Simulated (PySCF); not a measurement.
A PySCF script (with the pyscf-properties extension) for the NMR shieldings of `O1C[C@H](C=C)O[SiH2]1`, C$_{4}$H$_{8}$O$_{2}$Si, on a GFN2-xTB geometry:

```python
import basis_set_exchange as bse
import numpy as np
from pyscf import gto, dft
from pyscf.prop import nmr

atoms = """
C    -2.535743   -0.357608   -0.299156
C    -1.302115   -0.019681   -0.620738
C    -0.160740    0.038093    0.348234
C     0.899407   -1.041509   -0.003658
O     1.927323   -0.425854   -0.718737
Si    1.882795    1.208484   -0.576676
O     0.484998    1.282487    0.272229
H    -3.323984   -0.399800   -1.031104
H    -2.807072   -0.608818    0.713093
H    -1.032217    0.244829   -1.634046
H    -0.523180   -0.094351    1.373634
H     1.310981   -1.484366    0.909451
H     0.461897   -1.833206   -0.618568
H     1.769957    1.772843   -1.911887
H     2.943280    1.726447    0.270361
"""
names = dict.fromkeys(["C", "O", "Si", "H"], "pcSseg-1")
basis = {el: gto.basis.parse(bse.get_basis(n, elements=[el], fmt="nwchem")) for el, n in names.items()}
mol = gto.M(atom=atoms, basis=basis, charge=0, verbose=0)
mf = dft.RKS(mol, xc="PBE0")
mf.grids.level = 2
mf.grids.alignment = dft.numint.BLKSIZE   # the property module wants whole blocks of grid points
mf.conv_tol = 1e-9
mf.kernel()

calc = nmr.RKS(mf)   # GIAO
C = mf.mo_coeff
Co = C[:, mf.mo_occ > 0]
resp = mf.gen_response(singlet=True, hermi=2)
def vind(x):   # induced exchange potential for any number of trial vectors
    d = np.einsum("pi,xij,qj->xpq", C, 2 * x.reshape(-1, C.shape[1], Co.shape[1]), Co, optimize=True)
    return np.einsum("xpq,pi,qj->xij", resp(d - d.transpose(0, 2, 1)), C, Co, optimize=True).ravel()
mo1, _ = nmr.rhf.solve_mo1(calc, with_cphf=vind)
sigma = calc.kernel(mo1)
for i, s in enumerate(sigma):   # ppm
    print("%2d %-2s %9.2f" % (i, mol.atom_pure_symbol(i), np.trace(s) / 3))
```

Q: Give the expected output.

A: 
```
 0 C      67.03
 1 C      36.56
 2 C     106.62
 3 C     114.62
 4 O     307.60
 5 Si    351.65
 6 O     280.29
 7 H      26.37
 8 H      26.33
 9 H      25.43
10 H      27.13
11 H      27.34
12 H      27.68
13 H      26.60
14 H      26.67
```

These numbers come from an equivalent density-fitted implementation of the same equations, which agrees with the script to about 0.01 ppm for H and up to a few tenths of a ppm for heavy atoms, so last digits may differ.

Q: Turn these shieldings into chemical shifts. Referencing at the same level of theory: 13C (σref 186.93), 29Si (σref 349.16), 1H (σref 31.72) against TMS; 17O (σref 336.08) vs H2O.

A: Averaging equivalent atoms: C 1: 150.4; C 0: 119.9; C 2: 80.3; C 3: 72.3; O 6: 55.8; O 4: 28.5; Si 5: -2.5; H 9: 6.29; H 8: 5.39; H 7: 5.34; H 13: 5.12; H 14: 5.05; H 10: 4.58; H 11: 4.38; H 12: 4.04 ppm. Experimental scales use liquid or dissolved standards, which lie at an offset from isolated H2O (liquid H2O: subtract about 36 ppm).

Size and cost of the density-fitted run: 166 basis functions, 19 s wall time on 1 thread of an Intel Xeon 6975P-C, shared host; peak memory 0.74 GiB.
